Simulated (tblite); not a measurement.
C₄H₁₀BNO₂.
Bonds: C1–O2, O2–B3, B3–O4, B3–N5, N5–C6, C6–C7, C7–C8, C6–C8. Hydrogens: H9, H10, H11 on C1; H12 on O4; H13 on N5; H14 on C6; H15, H16 on C7; H17, H18 on C8.

Computed with GFN2-xTB (tblite), gas phase: L-BFGS steps from a force-field or distance-geometry start until the largest atomic force falls under 0.01 eV/Å.

Step 36: E = -708.1382 eV
```
atom  x, y, z in Å  |  force x, y, z in eV/Å
C1      2.8026    0.9675   -0.3205    0.140   0.166  -0.034
O2      2.3723   -0.3296   -0.0178    0.054  -0.154  -0.237
B3      1.0934   -0.8237   -0.1350   -0.010  -0.249   0.287
O4      0.9253   -2.1703   -0.3467   -0.384   0.567   0.077
N5     -0.0636   -0.0616    0.0909   -0.202  -0.410  -0.088
C6     -1.3762   -0.5315   -0.2488   -0.097   0.130  -0.199
C7     -2.5944    0.2745    0.0814    0.004   0.001   0.137
C8     -2.0913    0.2400   -1.3338   -0.065   0.101  -0.015
H9      2.0108    1.7193   -0.3936   -0.166  -0.154   0.197
H10     3.3049    0.9613   -1.2942    0.086  -0.089  -0.018
H11     3.5269    1.2809    0.4381   -0.085  -0.014  -0.001
H12     1.7536   -2.6143   -0.3841    0.695  -0.440  -0.090
H13     0.0233    0.8941    0.3704   -0.263   0.336  -0.015
H14    -1.4318   -1.6209   -0.2170    0.055   0.396  -0.075
H15    -2.4924    1.1831    0.6575    0.081   0.008  -0.043
H16    -3.5143   -0.2553    0.2986    0.151   0.001  -0.009
H17    -1.5608    1.1164   -1.6870   -0.117  -0.037  -0.010
H18    -2.6972   -0.2234   -2.0996    0.124  -0.158   0.136
```

Step 37: E = -708.1588 eV
```
atom  x, y, z in Å  |  force x, y, z in eV/Å
C1      2.8074    0.9739   -0.3199   -0.001  -0.128   0.013
O2      2.3795   -0.3397   -0.0306    0.051   0.194  -0.224
B3      1.0942   -0.8267   -0.1340    0.044   0.043   0.212
O4      0.9275   -2.1609   -0.3643    0.054  -0.088   0.093
N5     -0.0670   -0.0596    0.0844    0.086   0.065   0.094
C6     -1.3787   -0.5254   -0.2512   -0.043   0.080  -0.164
C7     -2.5964    0.2731    0.0864    0.070   0.045   0.027
C8     -2.0976    0.2441   -1.3307   -0.055   0.007  -0.016
H9      2.0066    1.7194   -0.3777   -0.107  -0.204   0.139
H10     3.3054    0.9657   -1.2977    0.057  -0.014   0.094
H11     3.5238    1.2840    0.4480   -0.065  -0.055  -0.064
H12     1.7508   -2.6439   -0.3642    0.107  -0.012  -0.084
H13     0.0249    0.9140    0.3461   -0.298  -0.178  -0.146
H14    -1.4304   -1.6098   -0.2165    0.038   0.219  -0.089
H15    -2.4895    1.1748    0.6648    0.058   0.133   0.022
H16    -3.5130   -0.2567    0.2939    0.032  -0.066   0.057
H17    -1.5586    1.1100   -1.6849   -0.113   0.089  -0.063
H18    -2.6976   -0.2299   -2.0930    0.082  -0.128   0.100
```

**Question.** Estimate the geometry and energy of step 38. (The exact step hangs on the optimiser's Hessian estimate; all steps are aligned on step 37, rigid shifts and turns removed.)

**Answer.** E = -708.1764 eV, largest force 0.340 eV/Å
```
atom  x, y, z in Å  |  force x, y, z in eV/Å
C1      2.8033    0.9725   -0.3157    0.000  -0.104  -0.027
O2      2.3857   -0.3472   -0.0502    0.009   0.146  -0.177
B3      1.0981   -0.8291   -0.1330   -0.003   0.038   0.185
O4      0.9209   -2.1643   -0.3510    0.193  -0.147   0.091
N5     -0.0621   -0.0587    0.0815    0.028   0.115   0.055
C6     -1.3755   -0.5233   -0.2552    0.057   0.119  -0.157
C7     -2.5899    0.2745    0.0886    0.020   0.035   0.041
C8     -2.1022    0.2475   -1.3309    0.029  -0.025  -0.021
H9      1.9957    1.7113   -0.3616   -0.078  -0.199   0.121
H10     3.3077    0.9821   -1.2880    0.041  -0.006   0.004
H11     3.5198    1.2763    0.4505   -0.036  -0.030   0.047
H12     1.7456   -2.6496   -0.3589    0.002   0.033  -0.079
H13     0.0235    0.9226    0.3155   -0.255  -0.187  -0.126
H14    -1.4205   -1.6075   -0.2184   -0.002   0.213  -0.102
H15    -2.4887    1.1784    0.6643    0.080   0.128   0.036
H16    -3.4995   -0.2624    0.3004   -0.034  -0.071   0.072
H17    -1.5685    1.1156   -1.6900   -0.117   0.062  -0.049
H18    -2.7022   -0.2322   -2.0889    0.066  -0.120   0.086
```

The energy changes by -0.0176 eV. The first-order estimate −F·Δx gives -0.0205 eV and the mean of the old and new forces, exact on a quadratic surface, -0.0177 eV. The step makes an angle of 64° with the force vector and moves no atom by more than 0.032 Å.

The cost below is that of the whole relaxation. Hardware: Intel Xeon at 2.50 GHz, one thread, shared host with 64 logical CPUs at a one-minute load of 63. Cost: 2.9 s.
